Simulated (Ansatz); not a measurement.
(ZnTe)6 ring (Zn₆Te₆), relaxed as a singlet with RKS PBE-D4/def2-SVP in Ansatz, starting from the GFN2-xTB geometry. Force threshold 0.03 eV/Å.

In the def2 sets Te takes a core potential; there is no spin–orbit coupling.

Start:

```xyz
12

Zn   -3.0062   -0.3127    2.1767
Te   -4.1050   -2.3960    1.4154
Zn   -2.3743   -2.8575   -0.2924
Te   -1.2462   -4.0924   -2.1147
Zn    0.6181   -2.5033   -2.4364
Te    2.6851   -1.7197   -3.5470
Zn    3.0041    0.3153   -2.1783
Te    4.1090    2.3926   -1.4111
Zn    2.3791    2.8532    0.2967
Te    1.2507    4.0886    2.1204
Zn   -0.6204    2.5036    2.4344
Te   -2.6940    1.7283    3.5361
```

Question: Estimate the energy that the relaxation releases and the steps that it takes.

Answer: 0.99 eV, in 17 steps; 53 s on 2 threads of AMD EPYC 7R13 on a shared host and a share (18 GiB) of an NVIDIA H100 80GB HBM3. No frequencies were taken in this run, so the end may be a saddle point.

Question: Does the start keep its bonding and symmetry?

Answer: By distances, no bond broke or formed. The bond that changes most is Te4–Zn5, from 2.47 to 2.49 Å (atoms count from 1).

Question: Predict the relaxed structure.

Answer: 
```xyz
12

Zn   -2.406   -0.153    1.773
Te   -3.710   -0.685   -0.275
Zn   -1.841   -2.322   -0.316
Te    0.090   -3.889   -0.385
Zn    0.538   -2.168   -2.123
Te    0.972   -0.352   -3.766
Zn    2.376    0.159   -1.777
Te    3.710    0.628    0.267
Zn    1.870    2.298    0.327
Te   -0.033    3.899    0.385
Zn   -0.544    2.194    2.122
Te   -1.022    0.391    3.767
```
Bond lengths (bridged metal pairs left out): 12 × Te–Zn 2.49 Å.
